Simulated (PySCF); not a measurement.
Species: C2ClFN2S.
SMILES with atom numbers: `[F:1][c:2]1[n:3][s:4][c:5]([Cl:6])[n:7]1`

Method: EOM-IP-CCSD/aug-cc-pVDZ in PySCF, restricted Hartree–Fock reference, 15 core orbitals frozen, non-relativistic, gas phase, PBE0-D3(BJ)/def2-SVP geometry.

Hartree–Fock orbital energies give these Koopmans values (eV): HOMO 10.66, HOMO-1 12.26, HOMO-2 13.13, HOMO-3 13.32, HOMO-4 14.63, HOMO-5 14.84, HOMO-6 15.95, HOMO-7 17.26.

What vertical ionisation energies does EOM-IP-CCSD give?

```tsv
leading hole (HF orbital)	Koopmans (eV)	EOM-IP-CCSD (eV)	change (eV)	one-hole share
HOMO	10.66	10.25	-0.41	0.95
HOMO-2	13.13	11.25	-1.88	0.94
HOMO-1	12.26	11.48	-0.78	0.94
HOMO-3	13.32	12.01	-1.31	0.95
HOMO-5	14.84	13.31	-1.53	0.94
HOMO-4	14.63	13.41	-1.22	0.94
HOMO-6	15.95	14.43	-1.52	0.94
HOMO-7	17.26	15.45	-1.81	0.92
```

Does the order of the lines follow the orbital energies?

No: the HOMO-2 hole (11.25 eV) falls below the HOMO-1 hole (11.48 eV); the HOMO-5 hole (13.31 eV) falls below the HOMO-4 hole (13.41 eV). The corrections run from -1.88 to -0.41 eV, with a mean of -1.31 eV over the 8 lines; no line lies above its Koopmans value. Koopmans values leave out both the relaxation of the orbitals and the change in correlation energy.

At what kinetic energies would He I light (21.22 eV) eject these electrons?

10.97 eV (HOMO), 9.97 eV (HOMO-2), 9.74 eV (HOMO-1), 9.21 eV (HOMO-3), 7.91 eV (HOMO-5), 7.81 eV (HOMO-4), 6.79 eV (HOMO-6), 5.77 eV (HOMO-7).

What total energy has the lowest final state, and which wavelength reaches it?

E(CCSD) + ionisation energy = -1142.21281 + 0.37657 = -1141.83624 Eh, at the geometry of the initial state. The threshold wavelength is 1239.84 eV nm/10.25 eV = 121.0 nm.

Lines less than 0.15 eV apart could change places at a higher level. One root was sought for each valence orbital with −ε under 21 eV, eight at most, so deeper holes and satellites are missing; no vibrational structure.

Time: 11 min wall; peak memory 3.0 GiB. Hardware: an Arm Neoverse V1 with one thread (shared host).
